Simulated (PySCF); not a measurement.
Input of a run (PBE0-D3(BJ)/def2-SVP geometry optimisation, gas phase, def2 core potentials past Kr (PySCF 2.14.0)), started from GFN2-xTB:
```
{"job": {"xc": "PBE0", "basis": "def2-SVP", "d3": "d3bj", "grid": 1, "maxiter": 30, "shake": 0.01, "kind": "geom"}, "charge": 0, "multiplicity": 1}
C     -0.792090     0.102490    -0.035040
C      0.622560    -0.331630    -0.026380
I      1.966400     1.296980     0.416020
H     -1.071500     0.535240     0.923810
H     -0.978080     0.885830    -0.806630
H     -1.458350    -0.718100    -0.267830
H      0.946840    -0.715850    -0.991390
H      0.819360    -1.074110     0.734970
```

Output (energies in Eh, forces in Eh/bohr):
```
step   0  E = -376.78173179  max force = 0.024726
step   1  E = -376.78321530  max force = 0.002206
step   2  E = -376.78323085  max force = 0.000333
step   3  E = -376.78323142  max force = 0.000137
optimisation converged
```

Problem. Summarise the run.

Solution. The energy falls by 0.041 eV over 4 energy and gradient evaluations, the largest force component goes from 0.0247 to 1.4e-04 Eh/bohr, and the atoms move by 0.026 Å rms after alignment. The bond that changes most is C1–C2 (methyl carbon to chain CH2 carbon), which lengthens by 0.028 Å. Bonds longer at the end by more than 0.005 Å: 6 of 7; shorter: 1. Among the angles that change most is C2–C1–H6, from 111.6° to 109.2°. The energy never rose by more than 1e-6 Eh on the way. The first step brought 99 % of the lowering.

Problem. What are the final bond lengths?

Solution. C1–C2 1.508 Å, C2–I3 2.165 Å, C1–H4 1.100 Å, C1–H5 1.100 Å, C1–H6 1.103 Å, C2–H7 1.097 Å, C2–H8 1.097 Å. Numbering counts from 1 in the input's order; the species is `CCI` (iodoethane).

The run used 79 basis functions and 28 SCF cycles in all.

No PBE0-D3(BJ)/def2-SVP frequencies stand behind this structure, so it isn't proved a minimum.
